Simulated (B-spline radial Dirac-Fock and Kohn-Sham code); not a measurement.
Mg 2p1/2: cross section and angular parameters

System: atomic magnesium, [Ne] 3s2; threshold 55.45 eV (orbital energy of the model). Method: Dirac-Hartree-Slater photoionisation with a Latter tail; cross sections with all multipoles, angular parameters from the dipole term and its interference with E2. Computed with a radial B-spline solver.

Input of the calculation (task.json; shells as n, l, electrons):

```json
{"items": [{
  "Z": 12,
  "q": 0,
  "cfg": [[1, 0, 2], [2, 0, 2], [2, 1, 6], [3, 0, 2]],
  "A": 24,
  "rrms": 3.057,
  "do": "xps",
  "hv": [60, 79.3, 80, 117.0, 150, 171.0, 207.0, 241.0, 432.0, 671.0, 800, 950.0, 1000.0, 1210.0, 1430.0, 1486.9, 1960.0, 2230.0, 2450.0, 2520.0, 4690.0, 5260.0, 5414.7, 6170.0, 7390.0, 8630.0, 9251.7, 11300.0, 12000, 13900.0],
  "edges": {"K": 1303.0, "L1": 88.6}
}]}
```

Command: `python xray2_run.py task.json out`

For linearly polarised light dσ/dΩ = σ/(4π) [1 + β P₂(cos θ) + (δ + γ cos²θ) sin θ cos φ], with θ from the polarisation vector and φ the angle between the beam and the projection of the electron momentum on the plane normal to the polarisation.

| hν (eV) | σ (kb) | β | γ | δ |
| --- | --- | --- | --- | --- |
| 79.3 | 2240 | 0.850 | -0.013 | 0.010 |
| 80 | 2240 | 0.868 | -0.013 | 0.010 |
| 117 | 1580 | 1.318 | 0.024 | 0.011 |
| 150 | 988 | 1.433 | 0.056 | 0.011 |
| 171 | ? | ? | ? | ? |
| 207 | 484 | 1.488 | 0.108 | 0.013 |
| 241 | 334 | 1.489 | 0.136 | 0.014 |
| 432 | 70.7 | 1.392 | 0.261 | 0.022 |
| 671 | 19.5 | 1.240 | 0.369 | 0.033 |
| 800 | 11.4 | 1.167 | 0.413 | 0.039 |
| 950 | 6.62 | 1.090 | 0.455 | 0.046 |
| 1000 | 5.62 | 1.066 | 0.467 | 0.049 |
| 1210 | 3.03 | 0.976 | 0.512 | 0.060 |
| 1430 | 1.75 | 0.896 | 0.549 | 0.071 |
| 1486.9 | 1.53 | 0.877 | 0.557 | 0.073 |
| 1960 | 0.599 | 0.747 | 0.613 | 0.096 |
| 2230 | 0.383 | 0.689 | 0.638 | 0.108 |
| 2450 | 0.276 | 0.649 | 0.656 | 0.118 |
| 2520 | 0.250 | 0.637 | 0.661 | 0.121 |
| 4690 | 0.0265 | 0.411 | 0.792 | 0.201 |
| 5260 | 0.0173 | 0.377 | 0.820 | 0.218 |
| 5414.7 | 0.0155 | 0.369 | 0.827 | 0.223 |
| 6170 | 0.00950 | 0.332 | 0.861 | 0.245 |
| 7390 | 0.00479 | 0.286 | 0.911 | 0.277 |
| 8630 | 0.00263 | 0.248 | 0.956 | 0.308 |
| 9251.7 | 0.00201 | 0.232 | 0.977 | 0.322 |
| 11300 | 0.000922 | 0.188 | 1.036 | 0.366 |
| 12000 | 0.000728 | 0.176 | 1.054 | 0.380 |
| 13900 | 0.000407 | 0.147 | 1.098 | 0.416 |

Task: Give the values at 171 eV.

Result: σ = 747 kb, β = 1.466, γ = 0.076, δ = 0.012.
